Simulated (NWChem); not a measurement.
TlBr (SMILES [Br][Tl]): the vertical ionisation energy from total energies

TlBr has 2 atoms, charge 0, and is taken as a singlet. SMILES: `[Br][Tl]`. The bond length is the measured one.

```xyz
2

Br    0.0000    0.0000    0.0000
Tl    0.0000    0.0000    2.6182
```

Both states at this one shape; open shells run unrestricted unless said. 1 Eh = 27.2114 eV.

```
                                                                             level  program  singlet TlBr (Eh)  doublet TlBr+ (Eh)
                       B97-2/6-31G**/LANL2DZ (core potential, Cartesian functions)   NWChem         -64.888781          -64.557224
MP2/6-31G*/def2-SVP (core potential, Cartesian functions), 13 core orbitals frozen   NWChem       -2744.006892        -2743.669958
```

Q: Work out the vertical ionisation energy at each level.

A: 
1. B97-2/6-31G**/LANL2DZ (core potential, Cartesian functions): -64.557224 − (-64.888781) = 0.331557 Eh = 9.02 eV.
2. MP2/6-31G*/def2-SVP (core potential, Cartesian functions): -2743.669958 − (-2744.006892) = 0.336934 Eh = 9.17 eV.

No measured value is set beside it here; the levels span 9.02 to 9.17 eV. Spin-orbit coupling, which splits open shells on such heavy atoms by tenths of an eV, is left out.
